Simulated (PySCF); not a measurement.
## Substituent effects on chemical shifts

Parent skeleton `[CH2:1]=[CH:2][C:3]([NH2:4])=[O:5]`; one hydrogen on atom 2 is replaced by X. Hydrogens on one atom are averaged.

- GIAO PBE0/pcSseg-1 shieldings
- GFN2-xTB structure
- code: PySCF
- one averaged value for each set of equivalent atoms, no solvent, single conformer, non-relativistic

References, each an isolated molecule treated in the same way: 13C (186.93 ppm), 1H (31.72 ppm) vs TMS; 15N (267.73 ppm) vs NH3; H2O for 17O (336.08 ppm).

Parent (X = H): C1 138.4, C2 135.1, C3 165.3, N4 116.2, O5 386.2, H(C1) 6.51 ppm. Effects are Δδ = δ(X) − δ(H), positive for deshielding.

Question: Order these by the shift of H(C1), most shielded first.
A. X = SO2CH3
B. X = propynyl
C. X = CCl3

Answer: B (+0.21 ppm), C (+0.49 ppm), A (+0.64 ppm).

Question: Order these by the shift of C2, most shielded first.
A. X = propynyl
B. X = SO2CH3
C. X = CCl3

Answer: A (-5.5 ppm), C (+15.2 ppm), B (+17.3 ppm).

Unscaled 17O shifts of doubly bonded oxygen tend to come out too high, by tens of ppm or more. Experimental scales use liquid or dissolved standards, which lie at an offset from isolated NH3 (liquid NH3: subtract about 20 ppm) and H2O (liquid H2O: subtract about 36 ppm).
